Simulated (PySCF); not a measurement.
Si(Cl)2(OH)2 (Cl₂H₂O₂Si), SMILES O[Si](O)(Cl)Cl.

Geometry optimised at PBE0-D3(BJ)/def2-SVP. One conformer was computed; it need not be the lowest.

Two levels are set side by side: TDDFT-PBE/def2-SVPD (PySCF) and TDDFT-M06-2X/def2-SVPD (PySCF). Vertical, same geometry. The lowest singlet is HOMO→LUMO 99 % with PBE and HOMO→LUMO 52 %, HOMO−2→LUMO 26 % with the other functional; states are paired by order. Differences are taken from unrounded values.

| quantity | TDDFT-PBE |
|---|---|
| lowest singlet excitation (eV) | 6.67 |
| lowest triplet excitation (TDA) (eV) | 6.48 |

### Question
These are the TDDFT-PBE values. What does TDDFT-M06-2X give? (Estimate from the structure and the level; the computed values follow.)

### Answer

| quantity | TDDFT-M06-2X | TDDFT-PBE minus TDDFT-M06-2X |
|---|---|---|
| lowest singlet excitation (eV) | 8.07 | -1.40 |
| lowest triplet excitation (TDA) (eV) | 7.80 | -1.32 |

Functionals without exact exchange tend to place singlet excitations lower, as here. Differences between two approximate levels are no errors against the true value.

Rough cost on one machine, each run with all the roots and properties that it gave: TDDFT-M06-2X against TDDFT-PBE about 20 times.
